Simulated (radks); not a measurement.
Radial electron density D(r) = 4 pi r^2 rho(r) of an atom or ion with 14 electrons. Method: scalar-relativistic Kohn-Sham, PW91, spin-polarised, spherical densities, point nucleus; computed with a radial shooting solver on a logarithmic mesh with Libxc functionals.

```
   r/bohr * D(r) (the largest magnitude, 46.6, reaches the edge; | marks zero)
 0.002048 | *
 0.002562 |  *
 0.003205 |   *
 0.003977 |     *
 0.004976 |       *
 0.006225 |          *
 0.007726 |               *
 0.009666 |                    *
  0.01209 |                           *
  0.01501 |                                  *
  0.01878 |                                         *
  0.02349 |                                              *
  0.02916 |                                                *
  0.03648 |                                               *
  0.04563 |                                           *
  0.05664 |                                       *
  0.07085 |                                      *
  0.08864 |                                           *
     0.11 |                                                  *
   0.1376 |                                                      *
   0.1708 |                                                *
   0.2137 |                                 *
   0.2674 |                   *
   0.3318 |              *
   0.4151 |             *
   0.5194 |           *
   0.6446 |     *
   0.8064 | *
    1.009 *
    1.252 *
    1.567 *
```

What is the nuclear charge?

Answer. Z = 34. The innermost maximum, from 1s, lies near gamma/Z bohr with gamma = sqrt(1 - (Z/c)^2) = 0.969, here 0.0285 bohr (found: 0.0303), and its height grows with Z. The density is that of the selenium ion Se20+ in [He] 2s2 2p5.75 3s2 3p2 3d0.25; the configuration itself is not fixed sharply by these data, and Z only to about a unit. D(r) has 3 maxima, at r = 0.0303, 0.135, 0.402 bohr, and minima at 0.0659, 0.362 bohr, inside which lie 2.10, 10.50 electrons.
